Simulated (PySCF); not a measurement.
Species: C4H6NO3S (doublet state).
Cartesian coordinates in Å at the GFN2-xTB level; atoms count from 1:
```xyz
15
C4H6NO3S angstrom
C      1.331    1.228   -0.054
C      1.105   -0.110   -0.781
C      0.015   -0.852   -0.137
C      0.095   -1.985    0.602
N      0.148   -2.941    1.258
S     -1.594   -0.094   -0.218
O     -2.617   -1.089   -0.196
O     -1.579    0.888   -1.248
O     -1.637    0.665    1.206
H      2.104    1.791   -0.570
H      1.644    1.053    0.972
H      0.411    1.805   -0.052
H      0.791    0.127   -1.802
H      2.024   -0.698   -0.801
H     -2.244    0.221    1.801
```

The hyperfine couplings belong to this conformer and change with its torsions.

Identity: `CC[C](C#N)S(=O)(=O)O` [radical].

Computed with UKS B3LYP, pcH-1 on C H N O S, non-relativistic, mean-field spin-orbit, GIAO in PySCF 2.14.0. Isolated species at its GFN2-xTB geometry (one conformer only). The geometry wasn't refined by DFT: couplings that depend on bond lengths, twists or pyramidal angles can differ widely from those at the functional's own minimum. The SCF solution wasn't tested for stability.

Mulliken spin populations: C1 +0.043, C2 -0.054, C3 +0.769, C4 -0.212, N5 +0.392, S6 -0.021, O7 +0.016, O8 +0.007, O9 +0.024, H10 +0.007, H11 -0.001, H12 -0.002, H13 +0.031, H14 +0.001, H15 0.000.

(1) Give the computed dipolar 1H tensors of H10, H11, H12, H13, H14, H15.

(2) Estimate them with point dipoles: put each population ρk at its nucleus, leave out the nucleus itself and the atom bound to it, and sum T = Σ [ρk/(2S)]·C·(3 n nᵀ − 1)/r³ with C = μ0 gₑ μB g_N μN/(4π h) = 79.06 MHz Å³.

(3) If all the spin sat on C3, T∥ = 2C/r³. What distance does the computed T3 of H10 then imply?

Results:

(1) 
| atom | position | distance from C3 (Å) | T1 (MHz) | T2 | T3 |
| --- | --- | --- | --- | --- | --- |
| H10 | γ, 3 bonds from C3 | 3.40 | -3.11 | -1.34 | 4.45 |
| H11 | γ, 3 bonds from C3 | 2.74 | -4.40 | -1.28 | 5.68 |
| H12 | γ, 3 bonds from C3 | 2.69 | -4.16 | -1.61 | 5.78 |
| H13 | β, 2 bonds from C3 | 2.08 | -4.73 | -2.90 | 7.63 |
| H14 | β, 2 bonds from C3 | 2.12 | -3.15 | -3.08 | 6.22 |
| H15 | γ, 3 bonds from C3 | 3.16 | -3.99 | -0.41 | 4.40 |

(2) 
| atom | T1 (MHz) | T2 | T3 | T3, computed | difference in T3 (%) |
| --- | --- | --- | --- | --- | --- |
| H10 | -1.36 | -1.13 | 2.48 | 4.45 | -44 |
| H11 | -2.77 | -2.44 | 5.21 | 5.68 | -8 |
| H12 | -2.90 | -2.73 | 5.63 | 5.78 | -2 |
| H13 | -6.92 | -6.01 | 12.93 | 7.63 | +69 |
| H14 | -6.34 | -5.32 | 11.67 | 6.22 | +87 |
| H15 | -1.85 | -1.58 | 3.43 | 4.40 | -22 |

In T3 the estimate is closest for H12 (-2 %, 2.69 Å from C3) and worst for H14 (+87 %, 2.12 Å).

(3) r = (2 × 79.06/4.45)^(1/3) = 3.29 Å, against 3.40 Å in the structure.
